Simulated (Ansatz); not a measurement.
Relaxation of AlClH₇NSi₂ (12 atoms, charge 0, multiplicity 1), to a largest force component of 0.02 eV/Å in at most 40 steps.

Method: Ansatz 0.2.0, RKS PBE0-D4/STO-3G.

```xyz
12
Properties=species:S:1:pos:R:3
N -1.935 1.272 1.135
Al -0.628 0.086 1.664
Si 1.247 -0.216 0.294
Si 0.695 -0.888 -1.716
Cl -0.607 0.555 -2.587
H -1.519 2.260 1.000
H -2.279 1.013 0.183
H -0.746 -0.722 3.014
H 2.164 -1.213 0.952
H 2.005 1.058 0.205
H -0.139 -2.157 -1.561
H 1.819 -1.104 -2.549
```

**Question.** Where does it end, and by what steps?

**Answer.** It converged. The force dipped under the threshold on the way, but the program's further checks kept it going. Limits of this set-up: minimal basis. After 23 steps the energy has fallen by 1.186 eV; H6 moved furthest, 1.36 Å.

```csv
step,energy less start (eV),largest force component (eV/Å),accepted
0,0.0000,2.425,yes
1,-0.2824,1.025,yes
2,-0.4511,0.543,yes
3,-0.5336,0.909,yes
4,-0.6141,1.543,yes
5,-0.7621,1.204,yes
6,-0.9436,1.382,yes
7,-1.0526,0.682,yes
8,-1.1219,0.560,yes
9,-1.0798,1.459,no
10,-1.1602,0.239,yes
11,-1.1693,0.600,yes
12,-1.1744,0.113,yes
13,-1.1771,0.076,yes
14,-1.1789,0.143,yes
15,-1.1786,0.098,no
16,-1.1806,0.031,yes
17,-1.1824,0.093,yes
18,-1.1840,0.092,yes
19,-1.1846,0.067,yes
20,-1.1850,0.079,yes
21,-1.1857,0.010,yes
22,-1.1858,0.011,yes
23,-1.1859,0.020,yes
```

```xyz
12
Properties=species:S:1:pos:R:3
N -1.762 1.061 0.878
Al -0.404 0.453 1.735
Si 1.270 -0.408 0.431
Si 0.659 -0.813 -1.699
Cl -0.820 0.580 -2.318
H -2.601 1.498 1.292
H -1.833 1.086 -0.155
H -0.391 0.498 3.231
H 1.792 -1.678 0.891
H 2.430 0.453 0.337
H 0.028 -2.101 -1.897
H 1.707 -0.684 -2.690
```

The run took 49 s on 1 CPU thread of a shared host.
